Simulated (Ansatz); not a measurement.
Task: Name a neutral molecule of F, N, O, Si and H with LUMO energy (B3LYP/def2-TZVPP) between -1.05 and -0.75 eV and HOMO energy (B3LYP/def2-TZVPP) between -7.60 and -7.30 eV (Ansatz, PBE0-D4/def2-TZVP geometry).

Result: `N[SiH](O)[SiH2]F` (-0.82 eV, -7.54 eV); `N[SiH2][SiH](O)F` (-0.80 eV, -7.38 eV). Other molecules can fit too; these were computed, each in one conformer that needn't be the lowest.

B3LYP here is the variant with VWN-RPA as its local correlation; programs differ in this.
